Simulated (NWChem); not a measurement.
# A calculation on MgO

```xyz
2

Mg     0.0000     0.0000     0.6990
O      0.0000     0.0000    -1.0486
```
Charge 0, spin multiplicity 1.

Everything below was run with NWChem. The geometry was optimised at PBE0/def2-SVP, a minimum by its harmonic frequencies.

Symmetry labels belong to the abelian group C2v used in the runs, with the axes of the coordinates shown; states degenerate in a higher group split over its labels.

The structure started from a generated list of species.

### Question
List the lowest 3 singlet excitations that CIS/aug-cc-pVDZ gives, with oscillator strengths.

### Answer
```tsv
state	symmetry	energy (eV)	wavelength (nm)	f
1	b1	0.72	1712	0.003
2	b2	0.72	1712	0.003
3	a1	2.88	431	0.275
```
